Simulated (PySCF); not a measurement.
Job file and geometry (Å, from GFN2-xTB) of an NMR shielding run on `CCC[C@@](C)(F)S(=O)(=O)Cl`, C₅H₁₀ClFO₂S, GIAO PBE0/pcSseg-1 NMR shielding, non-relativistic, gas phase (PySCF 2.14.0, density-fitted response routines); density fitting, a coarse starting grid and PySCF grid level 2 are the driver's defaults:

```
$ OMP_NUM_THREADS=1 python probes_run.py task.json out

{"job": {"kind": "nmr", "xc": "PBE0", "basis": "pcSseg-1"}, "charge": 0, "multiplicity": 1}
C      2.886631     0.186683    -0.018597
C      1.540871    -0.288248     0.513697
C      0.387540     0.376273    -0.245952
C     -0.975363     0.061384     0.327367
C     -1.437639    -1.366912     0.330003
F     -1.143473     0.643054     1.551414
S     -2.128549     1.008688    -0.775455
O     -1.845228     2.404207    -0.731560
O     -2.172213     0.361567    -2.048557
Cl    -3.945355     0.739585     0.085508
H      2.989397     1.261992     0.103765
H      2.984597    -0.050133    -1.075235
H      3.696256    -0.299582     0.519333
H      1.474159    -1.372508     0.410421
H      1.458024    -0.039388     1.573062
H      0.387421     0.066808    -1.292708
H      0.510373     1.461877    -0.214055
H     -0.770833    -1.989281     0.924058
H     -1.463232    -1.729032    -0.694249
H     -2.438531    -1.426355     0.754704
```

Task: Write the output of this run.

Result: 
```
coarse grid: 18136 points
cycle   1  E = -1303.9228286258  dE =  2.050e+00  |g| = 1.282e+00  |ddm| = 4.188e+00
cycle   2  E = -1302.9953535071  dE =  9.275e-01  |g| = 2.594e+00  |ddm| = 2.978e+00
cycle   3  E = -1304.2175805963  dE = -1.222e+00  |g| = 2.172e-01  |ddm| = 2.219e+00
cycle   4  E = -1304.2263749292  dE = -8.794e-03  |g| = 1.131e-01  |ddm| = 3.221e-01
cycle   5  E = -1304.2287427690  dE = -2.368e-03  |g| = 3.400e-02  |ddm| = 1.099e-01
cycle   6  E = -1304.2289405779  dE = -1.978e-04  |g| = 1.331e-02  |ddm| = 3.547e-02
cycle   7  E = -1304.2289711786  dE = -3.060e-05  |g| = 3.678e-03  |ddm| = 1.224e-02
cycle   8  E = -1304.2289737239  dE = -2.545e-06  |g| = 8.532e-04  |ddm| = 3.758e-03
final grid: 167272 points
cycle   9  E = -1304.3168267783  dE = -5.236e-05  |g| = 1.303e-02  |ddm| = 3.660e-02
cycle  10  E = -1304.3167863204  dE =  4.046e-05  |g| = 1.917e-02  |ddm| = 2.662e-02
cycle  11  E = -1304.3168620255  dE = -7.571e-05  |g| = 2.816e-03  |ddm| = 1.672e-02
cycle  12  E = -1304.3168634955  dE = -1.470e-06  |g| = 4.307e-04  |ddm| = 2.380e-03
cycle  13  E = -1304.3168635236  dE = -2.805e-08  |g| = 2.149e-04  |ddm| = 4.877e-04
cycle  14  E = -1304.3168635312  dE = -7.585e-09  |g| = 6.680e-05  |ddm| = 1.851e-04
cycle  15  E = -1304.3168635319  dE = -7.162e-10  |g| = 2.797e-05  |ddm| = 7.163e-05
converged SCF energy = -1304.3168635319

GIAO shielding tensors (ppm)
atom      isotropic    diamagn.    paramagn.     s11        s22        s33       span
  0 C      170.613     245.270     -74.657    159.770    163.943    188.125     28.355
  1 C      166.354     247.655     -81.301    156.645    170.022    172.395     15.750
  2 C      150.338     255.137    -104.799    134.025    147.184    169.806     35.781
  3 C       63.640     250.424    -186.784     40.493     64.174     86.252     45.759
  4 C      167.611     250.460     -82.849    152.378    162.330    188.125     35.747
  5 F      340.548     476.734    -136.186    305.894    323.058    392.692     86.798
  6 S      128.179    1049.031    -920.853      5.804    118.902    259.831    254.027
  7 O       59.515     398.325    -338.811    -41.196     60.006    159.735    200.931
  8 O       50.927     400.061    -349.134    -41.541     55.271    139.051    180.592
  9 Cl     444.343    1144.826    -700.483     82.346    237.903   1012.779    930.432
 10 H       30.696      29.149       1.546     26.066     29.080     36.941     10.875
 11 H       30.751      29.294       1.457     26.263     29.064     36.927     10.665
 12 H       30.301      27.271       3.030     25.392     27.330     38.183     12.792
 13 H       30.340      32.610      -2.270     24.277     31.422     35.321     11.044
 14 H       30.124      32.185      -2.061     24.417     31.103     34.852     10.435
 15 H       29.922      35.468      -5.546     24.923     31.626     33.216      8.293
 16 H       29.460      35.041      -5.582     23.733     31.575     33.072      9.339
 17 H       29.889      31.200      -1.312     24.895     29.338     35.433     10.538
 18 H       30.013      31.243      -1.231     26.199     28.298     35.541      9.342
 19 H       29.449      29.590      -0.141     24.505     29.616     34.225      9.720
```

Task: Turn these shieldings into chemical shifts. Referencing at the same level of theory: TMS for $^{13}$C (σref 186.93) and $^{1}$H (σref 31.72); $^{19}$F (σref 170.95) vs CFCl3; CS2 for $^{33}$S (σref 503.73); $^{17}$O (σref 336.08) vs H2O; $^{35}$Cl (σref 949.78) vs HCl.

Result: Averaging equivalent atoms: C 3: 123.3; C 2: 36.6; C 1: 20.6; C 4: 19.3; C 0: 16.3; F 5: -169.6; S 6: 376; O 8: 285.2; O 7: 276.6; Cl 9: 505; H 16: 2.26; H 17/18/19: 1.93; H 15: 1.80; H 14: 1.59; H 13: 1.38; H 10/11/12: 1.13 ppm. Unscaled 19F shifts against computed CFCl3 carry errors that often reach 10 to 50 ppm. Unscaled 17O shifts of doubly bonded oxygen tend to come out too high, by tens of ppm or more. Experimental scales use liquid or dissolved standards, which lie at an offset from isolated H2O (liquid H2O: subtract about 36 ppm).

Size and cost of the density-fitted run: 234 basis functions, 53 s wall time on 1 thread of an Arm Neoverse V1, shared host; peak memory 1 GiB.
